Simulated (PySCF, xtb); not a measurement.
B(Cl)(NH2)2 (BClH₄N₂), SMILES B(N)(Cl)N. Atoms are numbered in the order given.

```xyz
8

B      0.0000     0.0000     0.4472
Cl     0.0000     0.0000    -1.3584
N      0.0000    -1.2544     1.1039
H      0.0000    -1.3658     2.1160
H      0.0000    -2.1291     0.5850
N      0.0000     1.2544     1.1039
H      0.0000     1.3658     2.1160
H      0.0000     2.1291     0.5850
```

Geometry optimised at PBE-D3(BJ)/def2-SVP. One conformer was computed; it need not be the lowest.

Level of theory: IEF-PCM-M06-2X/def2-SVP run with PySCF.

The values are the electrostatic part of the solvation free energy, E(continuum) − E(gas) at the gas-phase geometry, in a cavity of scaled van der Waals radii (PySCF's table); cavitation and dispersion terms are not included. In vacuum the orbital gap is 10.73 eV. The dipole moment in vacuum is 2.97 D.

| solvent | ε | ΔG(elec) (kcal/mol) | dipole (D) | gap (eV) |
|---|---|---|---|---|
| water | 78.36 | -6.6 | 3.64 | 11.01 |
| toluene | 2.37 | -3.1 | 3.29 | 10.87 |
| cyclohexanone | 15.62 | -6.0 | 3.59 | 10.99 |

For comparison, GFN2-xTB/ALPB(water) (xtb, at the GFN2-xTB geometry, all terms of that model) gives -7.7 kcal/mol.
